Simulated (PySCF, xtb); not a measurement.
CH₄AlCl₂N, SMILES C[NH][Al]([Cl])[Cl]. Other conformers were not sampled.

Harmonic wavenumbers (cm⁻¹) from xtb with GFN2-xTB at its own minimum, in rising order: 87, 109, 119, 171, 238, 256, 424, 500, 635, 722, 1021, 1106, 1118, 1311, 1414, 1484, 1495, 2933, 2954, 3017, 3376.

Task: What does B3LYP-D3(BJ)/def2-SVP (PySCF) give at its own minimum? (Estimate from the structure and the level; the computed values follow.)

Result: 106, 109, 147, 160, 222, 300, 428, 534, 621, 779, 1080, 1139, 1149, 1384, 1453, 1471, 1495, 2991, 3047, 3110, 3573. Paired by order, the mean absolute difference is 44 cm⁻¹ and the zero-point energies are 35.0 and 36.2 kcal/mol.
